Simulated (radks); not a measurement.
Values are calculated unless marked as measured or tabulated.
Question: The hafnium ion Hf+, 71 electrons, occupied as [Xe] 4f12 5d1 6s2 6p2 (not the ground configuration). Code: a radial shooting solver on a logarithmic mesh with Libxc functionals. Model: scalar-relativistic Kohn-Sham, PBEsol, spin-polarised, spherical densities, point nucleus; open shells are filled with parallel spins first (spin-orbit coupling, left out, can overturn this in heavy ions). Some entries of the table are withheld. Estimate them.

orbital,occ.,eigenvalue (Ry),<r^2> (bohr^2)
1s up,1,-4799.459,0.0004951
1s down,1,-4799.457,0.0004951
2s up,1,-823.1612,0.007644
2s down,1,-823.1528,0.007644
2p up,3,-723.1569,0.006287
2p down,3,-723.1496,0.006287
3s up,1,-189.9034,0.04982
3s down,1,-189.8162,0.04979
3p up,3,-160.0358,0.05046
3p down,3,-159.9480,0.05043
3d up,5,-124.6641,0.04192
3d down,5,-124.5948,0.04188
4s up,1,-40.54612,0.2461
4s down,1,-40.38214,0.2462
4p up,3,-30.70775,0.2793
4p down,3,-30.54806,0.2795
4d up,5,-17.99937,0.3258
4d down,5,-17.84257,0.3262
5s up,1,-6.94608,1.334
5s down,1,-6.83746,1.337
5p up,3,-4.43401,1.777
5p down,3,-4.33160,1.780
4f up,7,-3.91406,(1)
4f down,5,-3.75940,(2)
5d up,1,-1.51202,3.584
5d down,0,-1.40887,3.547
6s up,1,-1.24918,8.322
6s down,1,-1.12640,8.387
6p up,2,-0.76139,12.71
6p down,0,-0.64331,13.40

Answer: 
(1) 4f up <r^2> (bohr^2): 0.4869
(2) 4f down <r^2> (bohr^2): 0.4911
